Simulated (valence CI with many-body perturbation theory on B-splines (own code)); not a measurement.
# Pr X: electric-dipole lines

Computed by valence CI with perturbative core correlation (CI+MBPT): four valence electrons over a frozen Dirac-Fock core [Kr] 4d10, radial functions for each j: 8 s, 8 p, 9 d, 9 f, 6 g, 3 h, 2 i, with the one-electron correlation potential Σ1, the two-electron term Σ2, the three-electron term Σ3, Breit, model QED; selected CI, second order for the rest, scaled by the run's own slope (own B-spline code, finite nucleus).

No measured spectrum was set against this ion. As an estimate, terms of the open shell hold to a few per cent of their energy, and close levels can change places; configurations with another count of f electrons can be misplaced by thousands of cm⁻¹. Core correlation moves these levels by up to 49000 cm⁻¹, and in measured spectra 5 to 20 % of such shifts remained as error; rates that hang on mixing are uncertain with them.

Lines 1 to 50 of 239 in falling wavelength, among levels below 222450 cm⁻¹, chosen from the strongest by gf and those to the six lowest levels. Wavelengths and rates use the calculated energies, so an error of 2000 cm⁻¹ moves a line at 853.2 Å by 1.7 % and its rate by three times that or more. Electric multipoles are in the length gauge, E1 and E2 with the static RPA response of the core. Weak lines are less certain than strong ones. Lines between different terms over intervals too small for the method are left out, as are lines whose strength nearly cancels. Where a level lies close to another of its J and parity, the split of strength between their lines is uncertain. The highest levels of a list are the least certain.

Names give the largest LS component (configuration and term), which can be under half, so a name can repeat, a term be missing and a line seem to break the LS rules; names also repeat where a configuration has a term twice. Letters in brackets count levels of one name in rising energy.

| λ vac (Å) | Upper | Lower | A (s⁻¹) | log gf | Branch % |
| --- | --- | --- | --- | --- | --- |
| 853.2 | 4f.5s.5p2 3G°_4 | 4f2.5s2 3H_5 | 1.14e+07 | -1.95 | 2.8 |
| 840.7 | 4f.5s.5p2 3G°_5 [a] | 4f2.5s2 3H_6 | 2.21e+07 | -1.59 | 4.6 |
| 824.8 | 4f.5s.5p2 3D°_3 | 4f.5s2.5p 1F_3 | 2.25e+07 | -1.79 | 5.7 |
| 817.6 | 4f.5s.5p2 5G°_3 [b] | 4f.5s2.5p 3D_2 [a] | 2.54e+07 | -1.75 | 13.5 |
| 796.4 | 4f.5s.5p2 5G°_5 | 4f.5s2.5p 3G_5 | 1.39e+07 | -1.84 | 25.6 |
| 784.8 | 4f.5s.5p2 5F°_1 | 4f.5s2.5p 3D_2 [a] | 5.06e+07 | -1.85 | 7.4 |
| 778.4 | 5s.5p3 3D°_1 | 4f.5s2.5p 3D_2 [b] | 6.75e+07 | -1.74 | 2.7 |
| 776.7 | 4f2.5s.5p 5G°_2 | 4f2.5s2 3F_2 [a] | 3.16e+07 | -1.85 | 27.3 |
| 776.3 | 4f2.5s.5p 5I°_4 | 4f2.5s2 3H_4 | 5.03e+07 | -1.39 | 45.4 |
| 771.1 | 4f.5s.5p2 5G°_4 | 4f.5s2.5p 1F_3 | 2.02e+07 | -1.79 | 35.6 |
| 770.4 | 4f.5s.5p2 3G°_3 [a] | 4f.5s2.5p 3D_2 [a] | 2.13e+07 | -1.88 | 10.2 |
| 770.0 | 4f.5s.5p2 3G°_5 [b] | 4f2.5s2 3H_6 | 1.13e+07 | -1.96 | 2.3 |
| 768.3 | 4f.5s.5p2 5G°_3 [a] | 5s2.5p2 3P_2 | 4.48e+07 | -1.56 | 12.1 |
| 767.2 | 4f.5s.5p2 5G°_5 | 4f.5s2.5p 3F_4 | 3.86e+07 | -1.43 | 71.2 |
| 766.8 | 4f.5s.5p2 5D°_2 | 4f.5s2.5p 1F_3 | 3.38e+07 | -1.83 | 16.3 |
| 764.4 | 4f.5s.5p2 3D°_1 | 4f2.5s2 3F_2 [b] | 6.27e+07 | -1.78 | 4.9 |
| 764.2 | 4f.5s.5p2 3F°_2 | 4f2.5s2 3F_3 | 2.70e+07 | -1.93 | 3.2 |
| 761.3 | 4f2.5s.5p 5G°_4 | 4f2.5s2 3F_3 | 5.35e+07 | -1.38 | 77.6 |
| 759.7 | 4f.5s.5p2 3F°_3 | 4f2.5s2 3F_2 [a] | 3.86e+07 | -1.63 | 7.8 |
| 759.6 | 4f.5s.5p2 3D°_2 | 4f.5s2.5p 3D_3 | 3.63e+07 | -1.80 | 7.8 |
| 758.4 | 4f2.5s.5p 5I°_5 | 4f2.5s2 3H_4 | 3.96e+07 | -1.43 | 78.1 |
| 758.0 | 4f.5s.5p2 3F°_4 | 4f2.5s2 3H_5 | 3.05e+07 | -1.63 | 2.8 |
| 757.9 | 4f.5s.5p2 3G°_3 [b] | 4f2.5s2 1G_4 | 2.90e+07 | -1.76 | 1.2 |
| 757.1 | 4f.5s.5p2 5D°_1 | 4f.5s2.5p 3D_1 | 1.42e+08 | -1.44 | 68.2 |
| 756.1 | 5s.5p3 3D°_3 | 4f2.5s2 3F_3 | 7.01e+07 | -1.38 | 3.2 |
| 755.5 | 4f.5s.5p2 3G°_5 [b] | 4f2.5s2 3H_5 | 4.32e+07 | -1.39 | 8.8 |
| 755.1 | 4f.5s.5p2 5F°_2 | 4f.5s2.5p 3D_1 | 8.11e+07 | -1.46 | 17.9 |
| 753.5 | 4f.5s.5p2 3F°_2 | 4f2.5s2 3F_2 [a] | 8.22e+07 | -1.46 | 9.7 |
| 753.0 | 4f2.5s.5p 5H°_6 | 4f2.5s2 3H_5 | 5.30e+07 | -1.23 | 93.2 |
| 752.7 | 4f.5s.5p2 5F°_2 | 4f.5s2.5p 3D_2 [b] | 2.73e+07 | -1.94 | 6.0 |
| 749.4 | 5s.5p3 3D°_3 | 4f2.5s2 3F_2 [b] | 3.85e+07 | -1.64 | 1.8 |
| 748.2 | 4f2.5s.5p 5H°_3 | 4f2.5s2 3H_4 | 1.95e+08 | -0.94 | 13.7 |
| 747.5 | 4f.5s.5p2 5F°_3 | 4f.5s2.5p 3D_2 [b] | 1.05e+08 | -1.21 | 20.8 |
| 746.1 | 5s.5p3 5S°_2 | 5s2.5p2 3P_2 | 9.11e+07 | -1.42 | 28.4 |
| 744.8 | 4f.5s.5p2 3F°_4 | 4f2.5s2 3H_4 | 8.07e+07 | -1.22 | 7.4 |
| 742.4 | 4f.5s.5p2 3G°_5 [b] | 4f2.5s2 3H_4 | 2.48e+07 | -1.65 | 5.1 |
| 740.9 | 4f2.5s.5p 5G°_5 [a] | 4f2.5s2 3H_6 | 1.87e+07 | -1.77 | 6.4 |
| 739.6 | 4f2.5s.5p 5D°_4 | 4f2.5s2 3F_4 | 1.08e+08 | -1.10 | 4.4 |
| 739.4 | 4f2.5s.5p 5H°_4 | 4f2.5s2 3H_5 | 6.71e+07 | -1.31 | 20.4 |
| 739.2 | 4f.5s.5p2 3G°_5 [a] | 4f.5s2.5p 3G_5 | 1.41e+08 | -0.90 | 29.6 |
| 738.4 | 4f2.5s.5p 5F°_2 | 4f2.5s2 3F_3 | 3.59e+07 | -1.83 | 4.6 |
| 737.9 | 4f.5s.5p2 5G°_6 | 4f.5s2.5p 3G_5 | 1.85e+08 | -0.71 | 96.7 |
| 736.7 | 4f2.5s.5p 5D°_4 | 4f2.5s2 3F_3 | 4.63e+07 | -1.47 | 1.9 |
| 736.6 | 4f2.5s.5p 5G°_5 [b] | 4f2.5s2 3F_4 | 1.97e+08 | -0.75 | 74.3 |
| 736.2 | 4f.5s.5p2 3G°_4 | 4f.5s2.5p 3F_4 | 4.90e+07 | -1.45 | 12.2 |
| 735.2 | 4f.5s.5p2 3G°_3 [b] | 4f2.5s2 3F_3 | 2.96e+07 | -1.78 | 1.2 |
| 733.8 | 4f.5s.5p2 5G°_2 | 5s2.5p2 3P_1 | 6.43e+06 | -2.59 | 1.9 |
| 732.7 | 4f2.5s.5p 5H°_7 | 4f2.5s2 3H_6 | 1.73e+08 | -0.68 | 99.9 |
| 732.7 | 4f2.5s.5p 5D°_3 | 4f2.5s2 3F_4 | 5.38e+07 | -1.52 | 3.2 |
| 732.2 | 4f2.5s.5p 5G°_6 | 4f2.5s2 3H_6 | 1.24e+08 | -0.89 | 43.4 |

How does gf follow from A for the line at 755.1 Å?

gf = 1.4992 × (2J+1)_upper × A / σ², with σ = 132431 cm⁻¹ and 2J+1 = 5: gf = 0.0347.
